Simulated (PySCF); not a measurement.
## Spinor energies of Dy³⁴⁺ (dysprosium, charge +34)

Start: [Ar] 3d10 4s2 4p2; 4p1/2 filled at m_j = -1/2, +1/2. Calculated with PySCF 2.14 in an uncontracted even-tempered set (17 s from 3.5 bohr⁻², ratio 2.8; 13 p from 4.6 bohr⁻², ratio 2.8; 8 d from 8.1 bohr⁻², ratio 2.8; 4 f from 21 bohr⁻², ratio 3): generalised Hartree-Fock with the X2C-1e Hamiltonian and a Gaussian nucleus; one run each with spin-orbit coupling (SO) switched off, then screened by Boettger's factors.

```
spinor shell  electrons  ε, spin-free (eV)  ε, screened SO (eV)  weight of nominal j (screened SO)  rms radius, screened SO (bohr)
       1s1/2          2           -55454.0             -55439.1                              1.000                          0.0240
       2s1/2          2           -10500.3             -10494.0                              1.000                          0.0970
       2p1/2          2            -9470.2             -10036.1                              1.000                          0.0829
       2p3/2          4            -9470.2              -9226.0                              1.000                          0.0894
       3s1/2          2            -3392.2              -3388.7                              1.000                           0.247
       3p1/2          2            -3067.0              -3191.3                              1.000                           0.238
       3p3/2          4            -3067.0              -3009.9                              1.000                           0.251
       3d3/2          4            -2660.1              -2680.9                              1.000                           0.222
       3d5/2          6            -2660.1              -2641.3                              1.000                           0.225
       4s1/2          2            -1538.7              -1537.3                              1.000                           0.525
       4p1/2          2            -1432.8              -1464.1                              1.000                           0.519
```

```tsv
quantity	spin-free	screened SO
E (hartree)	-11493.48307	-11504.64782
M_J	0	0
⟨J²⟩	2.001	0.000
⟨L²⟩	2.001	1.360
⟨S²⟩	2.000	1.360
```

Breit and QED terms are absent; they matter most for the inner s and p1/2 levels.

Densities and radii are taken from the X2C orbitals without a picture-change correction, which distorts them close to the nucleus.

Without spin-orbit coupling the j labels of p, d and f shells carry no meaning; the spin-free column gives the mean over the occupied spinors of each nl shell.
